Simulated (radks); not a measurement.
The numbers below are computed, except where a source is named.
Excited configurations of neutral gold: one electron is placed in a higher orbital outside [Xe] 4f14 5d10. The ground configuration is [Xe] 4f14 5d10 6s1. Code: a radial shooting solver on a logarithmic mesh with Libxc functionals. Model: Dirac Kohn-Sham, PBE, spin-unpolarised, spherical densities, point nucleus; open shells fill j = l - 1/2 first. Excitation = E - E(ground); binding = E(ion) - E, where the ion is the core of charge +1; n* = 1/sqrt(2 binding) in atomic units, and the quantum defect is n - n*.

| outer orbital | excitation (eV) | binding (eV) | n* | quantum defect | eigenvalue (eV) | <r> (bohr) |
|---|---|---|---|---|---|---|
| 5f5/2 | 8.518 | 0.910 | 3.868 | 1.132 | -0.435 | 17.41 |
| 6p1/2 | 4.786 | 4.641 | 1.712 | 4.288 | -2.040 | 4.128 |
| 6d3/2 | 7.852 | 1.575 | 2.939 | 3.061 | -0.719 | 10.35 |
| 6f5/2 | 8.800 | 0.627 | 4.658 | 1.342 | -0.366 | 29.48 |
| 7s1/2 | 6.804 | 2.623 | 2.278 | 4.722 | -1.534 | 8.187 |
| 7p1/2 | 7.554 | 1.873 | 2.695 | 4.305 | -1.061 | 10.63 |
| 7d3/2 | 8.442 | 0.985 | 3.717 | 3.283 | -0.555 | 19.50 |
| 7f5/2 | 8.974 | 0.453 | 5.482 | 1.518 | -0.286 | 44.24 |

The Delta-SCF ionisation energy is 9.427 eV (NIST Atomic Spectra Database: 9.226 eV, measured). Self-interaction in the functional shifts the binding energies and quantum defects, so they are the method's values and not measured ones. Spin polarisation and multiplet splitting are left out, so open shells lie too high by an amount that depends on their filling.

Beside tabulated values, note that spin-unpolarised runs miss the spin-polarisation part of the exchange energy of open shells.
